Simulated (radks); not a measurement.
The numbers below are computed, except where a source is named.
Q: Coherent X-ray form factor from a spherical all-electron density. Level of theory: Dirac Kohn-Sham, LDA (Slater exchange, Perdew-Wang correlation), spin-unpolarised, spherical densities, finite nucleus; Fermi nuclear charge, rms radius of each element as measured or else 0.836 A^(1/3) + 0.57 fm (a radial shooting solver on a logarithmic mesh with Libxc functionals).

| sin(theta)/lambda (1/angstrom) | f0 (electrons) |
|---|---|
| 0.05 | 65.702 |
| 0.1 | 64.825 |
| 0.15 | 63.421 |
| 0.2 | 61.566 |
| 0.25 | 59.355 |
| 0.3 | 56.890 |
| 0.4 | 51.586 |
| 0.5 | 46.297 |
| 0.6 | 41.408 |
| 0.8 | 33.292 |
| 1 | 27.207 |
| 1.25 | 21.838 |
| 1.5 | 18.343 |
| 2 | 14.413 |

The species is in the configuration that NIST lists as its ground one. Which atom or ion scatters so?

A: The iridium ion Ir11+, [Kr] 4d10 4f14 5s2 5p4. Extrapolating in s^2 from the first two rows gives f0(0) = 66.0, near the electron count 66; among species with that count, the fall with angle is slower the higher Z, and the table is that of Z = 77; from so few rows the species is fixed only to a neighbour or two.
